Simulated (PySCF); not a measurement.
## SrSb⁺: frontier orbitals

PBE0 at R = 3.146 Å; Sr def2-SVP with ECP28, Sb def2-SVP with ECP28; scalar-relativistic core potentials (PySCF 2.14). State: ³Σ⁻ (triplet), unpaired electrons π ↑↑. Only the outer orbitals are listed, counted within each symmetry, core potentials removing the inner ones.

```csv
spin,orbital,occ.,ε (eV),on Sr (%),main shells (%)
α,3π,1,-30.66,100,100 Sr p
α,3π,1,-30.66,100,100 Sr p
α,5σ,1,-30.44,99,99 Sr p
α,6σ,1,-18.31,3,96 Sb s
α,7σ,1,-10.00,31,"66 Sb p, 21 Sr s"
α,4π,1,-9.85,10,90 Sb p
α,4π,1,-9.85,10,90 Sb p
α,8σ,0,-6.62,91,"73 Sr s, 11 Sr d, 9 Sb p"
α,2δ,0,-5.25,100,100 Sr d
α,2δ,0,-5.25,100,100 Sr d
β,3π,1,-30.64,100,100 Sr p
β,3π,1,-30.64,100,100 Sr p
β,5σ,1,-30.39,99,99 Sr p
β,6σ,1,-16.50,6,94 Sb s
β,7σ,1,-9.34,43,"54 Sb p, 34 Sr s"
β,4π,0,-6.67,32,"68 Sb p, 26 Sr d"
β,4π,0,-6.67,32,"68 Sb p, 26 Sr d"
β,8σ,0,-6.58,84,"59 Sr s, 16 Sb p, 14 Sr d"
```

Which are the highest filled and the lowest empty level, where do they sit, and how wide is the gap?

Highest filled β 7σ at -9.34 eV (in %: 54 Sb p, 34 Sr s); lowest empty β 4π at -6.67 eV (in %: 68 Sb p, 26 Sr d); the gap at PBE0 is 2.67 eV.

The bond order (Mayer) is 1.33. The ⟨S²⟩ is 2.025 and the charge on Sr (Mulliken, basis-dependent) is 0.99. The charge on Sr (Löwdin, basis-dependent) is 0.76, the dipole moment (positive dipole points towards Sb; it is taken about the centre of mass and depends on that origin) is -11.18 D and the polarisability along the bond is 184.1 bohr³. The polarisability across the bond is 61.2 bohr³.

Spin–orbit coupling is left out. The state was picked by a PBE0 search and need not be the measured ground state.
